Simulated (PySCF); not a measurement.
C3H12SSi2, SMILES S(C)[SiH2][SiH2]CC, GFN2-xTB optimised geometry.

```
18

C      3.45     0.10     1.13
C      2.46     0.13     2.28
Si     0.76     0.83     1.78
Si    -0.07    -0.40     0.00
S     -2.22    -0.40     0.00
C     -2.53     1.39     0.00
H      3.09    -0.53     0.32
H      3.61     1.10     0.73
H      4.42    -0.29     1.45
H      2.35    -0.88     2.68
H      2.88     0.73     3.09
H     -0.10     0.82     2.97
H      0.94     2.25     1.42
H      0.20    -1.84    -0.01
H      0.31     0.12    -1.32
H     -2.11     1.83    -0.90
H     -2.10     1.84     0.89
H     -3.61     1.52     0.00
```

Density from PBE0/def2-SVP (PySCF) at that geometry.

Minimum of the electron density along straight lines between bonded atoms, close to the bond critical point (lines longer than 1.1 times the sum of covalent radii, or with two minima, are not listed):

| bond | length / Å | ρ at the minimum / e bohr⁻³ | ∇²ρ there / e bohr⁻⁵ | position (fraction from the first atom) |
|---|---|---|---|---|
| C1–C2 | 1.524 | 0.240 | -0.53 | 0.50 |
| C2–Si3 | 1.903 | 0.111 | 0.30 | 0.62 |
| Si4–S5 | 2.155 | 0.092 | 0.15 | 0.36 |
| S5–C6 | 1.818 | 0.177 | -0.31 | 0.54 |
| C1–H7 | 1.089 | 0.275 | -1.00 | 0.62 |
| C1–H9 | 1.089 | 0.276 | -1.01 | 0.63 |
| C2–H10 | 1.092 | 0.272 | -0.96 | 0.62 |
| C2–H11 | 1.091 | 0.272 | -0.97 | 0.62 |
| Si3–H12 | 1.472 | 0.115 | 0.31 | 0.49 |
| Si3–H13 | 1.475 | 0.114 | 0.32 | 0.49 |
| Si4–H14 | 1.459 | 0.118 | 0.33 | 0.49 |
| Si4–H15 | 1.469 | 0.116 | 0.32 | 0.49 |
| C6–H16 | 1.086 | 0.280 | -1.06 | 0.64 |
| C6–H17 | 1.087 | 0.279 | -1.04 | 0.63 |
| C6–H18 | 1.085 | 0.280 | -1.06 | 0.64 |
